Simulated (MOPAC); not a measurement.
A run for MOPAC: AM1 on C3H9Ga (SMILES [CH3][Ga]([CH3])[CH3]).

```
AM1 1SCF PRECISE CHARGE=0 THREADS=1
C3H9Ga

C     -1.51032191 1     0.33004457 1     0.53176612 1
Ga     0.30996975 1    -0.26752885 1     1.13283484 1
C      1.81906944 1     1.03865537 1     0.96645145 1
C      0.70473382 1    -2.23053000 1     1.09050667 1
H     -1.54571459 1     0.30108304 1    -0.56090443 1
H     -1.73796405 1     1.35583810 1     0.82954494 1
H     -2.30959411 1    -0.32094290 1     0.89253359 1
H      2.17880076 1     1.06063167 1    -0.06556738 1
H      2.66383589 1     0.76351052 1     1.60108724 1
H      1.51165169 1     2.05503152 1     1.22264673 1
H      0.95315248 1    -2.53711066 1     0.07106587 1
H      1.55590272 1    -2.48567502 1     1.72493533 1
H     -0.15304974 1    -2.82812211 1     1.40708366 1
```

The log:

```
*******************************************************************************
 **                                                                           **
 **                              MOPAC v23.2.5                                **
 **                                                                           **
 *******************************************************************************
 ** MOPAC's Digital Object Identifier: https://doi.org/10.5281/zenodo.6511958 **
 **                                                                           **
 ** Please cite the open-source release paper for use of this MOPAC version:  **
 ** J. E. Moussa and J. J. P. Stewart (2026)                                  **
 ** MOPAC: An open-source semiempirical molecular orbital program             **
 ** J. Open Source Softw., 11(119), 8025, https://doi.org/10.21105/joss.08025 **
 *******************************************************************************

                              AM1 CALCULATION RESULTS

 *******************************************************************************
 *  AM1        - The AM1 Hamiltonian to be used
 *
 *
 *
 *                 CHARGE ON SYSTEM = 0
 *
 *
 *
 *  PRECISE    - TIGHTER CRITERIA TO BE USED
 *  1SCF       - DO 1 SCF AND THEN STOP
 *  THREADS=1  - MULTI-THREADING NOT USED
 *  T=         - A TIME OF 172800.0 SECONDS REQUESTED
 *  DUMP=N     - RESTART FILE WRITTEN EVERY 7200.0 SECONDS REQUESTED
 *******************************************************************************
AM1 1SCF PRECISE CHARGE=0 THREADS=1
 C3H9Ga

   ATOM   CHEMICAL          X               Y               Z
  NUMBER   SYMBOL      (ANGSTROMS)     (ANGSTROMS)     (ANGSTROMS)

     1       C         -1.51032191  *   0.33004457  *   0.53176612  *
     2      Ga          0.30996975  *  -0.26752885  *   1.13283484  *
     3       C          1.81906944  *   1.03865537  *   0.96645145  *
     4       C          0.70473382  *  -2.23053000  *   1.09050667  *
     5       H         -1.54571459  *   0.30108304  *  -0.56090443  *
     6       H         -1.73796405  *   1.35583810  *   0.82954494  *
     7       H         -2.30959411  *  -0.32094290  *   0.89253359  *
     8       H          2.17880076  *   1.06063167  *  -0.06556738  *
     9       H          2.66383589  *   0.76351052  *   1.60108724  *
    10       H          1.51165169  *   2.05503152  *   1.22264673  *
    11       H          0.95315248  *  -2.53711066  *   0.07106587  *
    12       H          1.55590272  *  -2.48567502  *   1.72493533  *
    13       H         -0.15304974  *  -2.82812211  *   1.40708366  *



          CARTESIAN COORDINATES

    NO.       ATOM           X           Y           Z

     1         C         -1.5103      0.3300      0.5318
     2        Ga          0.3100     -0.2675      1.1328
     3         C          1.8191      1.0387      0.9665
     4         C          0.7047     -2.2305      1.0905
     5         H         -1.5457      0.3011     -0.5609
     6         H         -1.7380      1.3558      0.8295
     7         H         -2.3096     -0.3209      0.8925
     8         H          2.1788      1.0606     -0.0656
     9         H          2.6638      0.7635      1.6011
    10         H          1.5117      2.0550      1.2226
    11         H          0.9532     -2.5371      0.0711
    12         H          1.5559     -2.4857      1.7249
    13         H         -0.1530     -2.8281      1.4071

  H: (AM1): M.J.S. DEWAR ET AL, J. AM. CHEM. SOC. 107 3902-3909 (1985)
  C: (AM1): M.J.S. DEWAR ET AL, J. AM. CHEM. SOC. 107 3902-3909 (1985)
 Ga: (AM1): J. J. P. STEWART, J. MOL. MOD., 10, 155-164 (2004)

           Empirical Formula: C3 H9 Ga  =    13 atoms



      MOLECULAR POINT GROUP   :   Cs


      RHF CALCULATION, NO. OF DOUBLY OCCUPIED LEVELS = 12


 -------------------------------------------------------------------------------
 AM1 1SCF PRECISE CHARGE=0 THREADS=1
 C3H9Ga



     1SCF WAS SPECIFIED, SO BFGS WAS NOT USED
     SCF FIELD WAS ACHIEVED


                              AM1 CALCULATION
                                                       MOPAC v23.2.5 Linux




          FINAL HEAT OF FORMATION =         34.15895 KCAL/MOL =     142.92106 KJ/MOL


          COSMO AREA              =        131.95 SQUARE ANGSTROMS
          COSMO VOLUME            =        118.10 CUBIC ANGSTROMS

          IONIZATION POTENTIAL    =          9.958644 EV
          HOMO LUMO ENERGIES (EV) =         -9.959 -1.116
          NO. OF FILLED LEVELS    =         12
          MOLECULAR WEIGHT        =        114.8391         POINT GROUP:  Cs

          MOLECULAR DIMENSIONS (Angstroms)

            Atom       Atom       Distance
            H    13    H    10     5.16241
            H    12    H     5     4.43410
            H     8    H     6     2.65209


          SCF CALCULATIONS        =          1





   ATOM   CHEMICAL          X               Y               Z
  NUMBER   SYMBOL      (ANGSTROMS)     (ANGSTROMS)     (ANGSTROMS)

     1       C         -1.51032191  *   0.33004457  *   0.53176612  *
     2      Ga          0.30996975  *  -0.26752885  *   1.13283484  *
     3       C          1.81906944  *   1.03865537  *   0.96645145  *
     4       C          0.70473382  *  -2.23053000  *   1.09050667  *
     5       H         -1.54571459  *   0.30108304  *  -0.56090443  *
     6       H         -1.73796405  *   1.35583810  *   0.82954494  *
     7       H         -2.30959411  *  -0.32094290  *   0.89253359  *
     8       H          2.17880076  *   1.06063167  *  -0.06556738  *
     9       H          2.66383589  *   0.76351052  *   1.60108724  *
    10       H          1.51165169  *   2.05503152  *   1.22264673  *
    11       H          0.95315248  *  -2.53711066  *   0.07106587  *
    12       H          1.55590272  *  -2.48567502  *   1.72493533  *
    13       H         -0.15304974  *  -2.82812211  *   1.40708366  *

                             CARTESIAN COORDINATES

   1    C       -1.510321910     0.330044570     0.531766120
   2   Ga        0.309969750    -0.267528850     1.132834840
   3    C        1.819069440     1.038655370     0.966451450
   4    C        0.704733820    -2.230530000     1.090506670
   5    H       -1.545714590     0.301083040    -0.560904430
   6    H       -1.737964050     1.355838100     0.829544940
   7    H       -2.309594110    -0.320942900     0.892533590
   8    H        2.178800760     1.060631670    -0.065567380
   9    H        2.663835890     0.763510520     1.601087240
  10    H        1.511651690     2.055031520     1.222646730
  11    H        0.953152480    -2.537110660     0.071065870
  12    H        1.555902720    -2.485675020     1.724935330
  13    H       -0.153049740    -2.828122110     1.407083660


           Empirical Formula: C3 H9 Ga  =    13 atoms



      MOLECULAR POINT GROUP   :   Cs


                  EIGENVALUES
 -29.17583 -29.11223 -27.43238 -14.05120 -13.77014 -13.75470 -13.03725 -13.01887
 -13.00926 -10.49923 -10.47846  -9.95864  -1.11581   0.40197   0.91272   0.96443
   4.71003   4.72413   4.76742   4.86324   4.86671   4.87545   5.42833   5.47267
   5.47878


              NET ATOMIC CHARGES AND DIPOLE CONTRIBUTIONS

  ATOM NO.   TYPE          CHARGE      No. of ELECS.   s-Pop       p-Pop
    1          C          -0.431061        4.4311     1.24228     3.18878
    2         Ga           0.511119        2.4889     0.47492     2.01396
    3          C          -0.435320        4.4353     1.24235     3.19297
    4          C          -0.435321        4.4353     1.24234     3.19298
    5          H           0.092239        0.9078     0.90776
    6          H           0.084953        0.9150     0.91505
    7          H           0.084963        0.9150     0.91504
    8          H           0.093828        0.9062     0.90617
    9          H           0.085542        0.9145     0.91446
   10          H           0.084840        0.9152     0.91516
   11          H           0.093826        0.9062     0.90617
   12          H           0.085554        0.9144     0.91445
   13          H           0.084837        0.9152     0.91516
 DIPOLE           X         Y         Z       TOTAL
 POINT-CHG.    -0.027     0.020     0.274     0.276
 HYBRID         0.020    -0.010    -0.083     0.086
 SUM           -0.007     0.010     0.191     0.191


          ATOMIC ORBITAL ELECTRON POPULATIONS

     Atom    s        px        py        pz
    1  C   1.24228   1.12832   1.03336   1.02710
    2 Ga   0.47492   0.87729   0.88103   0.25564
    3  C   1.24235   1.10521   1.07904   1.00872
    4  C   1.24234   1.02806   1.15876   1.00616
    5  H   0.90776
    6  H   0.91505
    7  H   0.91504
    8  H   0.90617
    9  H   0.91446
   10  H   0.91516
   11  H   0.90617
   12  H   0.91445
   13  H   0.91516

 **********************
 *                    *
 * JOB ENDED NORMALLY *
 *                    *
 **********************




 == MOPAC DONE ==
```

The run finished.

Cost: about 0.03 core-seconds (a rough figure).
